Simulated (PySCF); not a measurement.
# How methods differ on the excitation energy of O

O [He] 2s2 2p4 (3P) → O [He] 2s1 2p5, s spin flipped, as a difference of total energies. All numbers are calculated (PySCF 2.14, the non-relativistic Hamiltonian (point nucleus), in def2-TZVPPD). Correlated levels: valence: 1s2 frozen; valence and next inner shell: nothing frozen. The calculations carry no spin-orbit coupling.

```csv
method,excitation energy (cm⁻¹)
UHF,172280
LDA,129720
PBE,133290
PBE0,142810
r2SCAN,145850
HSE06,142400
B2PLYP,146290
BLYP,131630
PW91,133080
MP2 (valence),156260
SCS-MP2 (valence),154170
MP2 (valence and next inner shell),155890
SCS-MP2 (valence and next inner shell),153930
```

The upper determinant mixes two multiplicities, so it lies between the two terms.

The upper state lies above the first ionisation limit, but in LS coupling its spin forbids autoionisation to the ground ion.
